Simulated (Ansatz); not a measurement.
Abridged output of a molecular run in Ansatz:

```
Functional definition: HF
1545 factors; integrals over basis functions are off by at most 7.4e-4 eV
mean field evaluation 1: about -33280.1953 eV, gradient 6.9e1 eV
mean field evaluation 2: about -33280.4544 eV, gradient 6.9e1 eV
mean field evaluation 4: about -33289.0123 eV, gradient 6.5e0 eV
mean field evaluation 8: about -33289.1632 eV, gradient 1.3e0 eV
mean field evaluation 16: about -33289.1692 eV, gradient 1.7e-6 eV
mean field -33289.16923309 eV, -1223.3544051067 hartree, gradient 1.6e-6 eV, S^2 0.000000; 0 other end points of the search recorded, 0 dependent functions left out
10 core orbitals not correlated: weight in the atoms' cores, before any rotation towards them, 1.000 or more for the frozen orbitals, at most 0.000 for the correlated occupied ones
reference -33289.16923309 eV, -1223.3544051067 hartree; 21, 21 occupied and 202, 202 virtual orbitals, 1545 factors
second order -40.11089500 eV of doubles, -0.00000000 eV of singles
cycle   1  -38.31161570 eV  change     1.8e0 eV  update   2.5e-1
cycle   2  -39.69796113 eV  change    -1.4e0 eV  update   1.6e-1
cycle   3  -40.02468960 eV  change   -3.3e-1 eV  update   5.4e-2
cycle   4  -40.05068849 eV  change   -2.6e-2 eV  update   2.0e-2
cycle   5  -40.02657708 eV  change    2.4e-2 eV  update   5.9e-3
cycle   6  -40.02088902 eV  change    5.7e-3 eV  update   2.8e-3
cycle   7  -40.02413133 eV  change   -3.2e-3 eV  update   8.9e-4
cycle   8  -40.02437610 eV  change   -2.4e-4 eV  update   5.4e-4
cycle   9  -40.02404360 eV  change    3.3e-4 eV  update   2.0e-4
cycle  10  -40.02434903 eV  change   -3.1e-4 eV  update   1.1e-4
cycle  11  -40.02422288 eV  change    1.3e-4 eV  update   3.8e-5
cycle  12  -40.02414789 eV  change    7.5e-5 eV  update   1.8e-5
cycle  13  -40.02417019 eV  change   -2.2e-5 eV  update   7.3e-6
perturbative correction -1.92555932 eV, -0.0707630000 hartree
Total energy: -33331.11896260 eV, -1224.8960292317 hartree
```

Its atoms:

Cartesian coordinates in Å:
```
C 1.797 0.130 1.076
C 0.758 0.054 0.453
Ti -0.961 -0.069 -0.576
F -2.280 -0.117 0.556
F -0.930 -1.522 -1.531
F -1.093 1.328 -1.602
H 2.710 0.195 1.624
```

(1) Which basis set was used?
A. def2-TZVPP
B. def2-SVP
C. cc-pV(Q+d)Z
D. cc-pV(D+d)Z

(2) Write the keys of the input that set method, charge and spin (a neutral closed shell needs none for the last two).

Answers

(1) A. It gives 233 functions.

(2) 
```yaml
correlation: {method: ccsd_t}
```
